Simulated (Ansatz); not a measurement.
CoF, multiplicity 5 (not the ground state: that is measured with 2S+1 = 3), most abundant isotopes (58.9332 and 18.9984 u). Constants from fifth-degree fits in 1/R to seven points on the lowest solution found; no spin–orbit coupling, no relativity up to Kr; ω_e x_e and α_e move by some per cent with the fit.

Correlated levels freeze the inner cores; with def2 sets outer-core shells near the valence are correlated too.

Run with Ansatz (Gaussian orbitals). 

```
level               r_e (Å)  ω_e (cm⁻¹)  ω_e x_e (cm⁻¹)  α_e (cm⁻¹)
------------------  -------  ----------  --------------  ----------
PBE/def2-TZVPP       1.7765       612.3            3.72     0.00313
CCSD(T)/def2-TZVPP   1.7799       641.3            3.18     0.00278
```

Q: Derive the rotational constants, the centrifugal constant, the fundamental, the zero-point energy and the force constant.

A: 
μ = 14.36691 u.
- PBE/def2-TZVPP: B_e = 16.8576/(μ r_e²) = 0.37179 cm⁻¹; B₀ = B_e − α_e/2 = 0.37023 cm⁻¹; D = 4B_e³/ω_e² = 5.48e-07 cm⁻¹; fundamental ω_e − 2ω_e x_e = 605 cm⁻¹; zero-point energy ω_e/2 − ω_e x_e/4 = 305 cm⁻¹; k = μ(2πcω_e)² = 317 N/m
- CCSD(T)/def2-TZVPP: B_e = 16.8576/(μ r_e²) = 0.37036 cm⁻¹; B₀ = B_e − α_e/2 = 0.36897 cm⁻¹; D = 4B_e³/ω_e² = 4.94e-07 cm⁻¹; fundamental ω_e − 2ω_e x_e = 635 cm⁻¹; zero-point energy ω_e/2 − ω_e x_e/4 = 320 cm⁻¹; k = μ(2πcω_e)² = 348 N/m

Ansatz is an electronic-structure program.
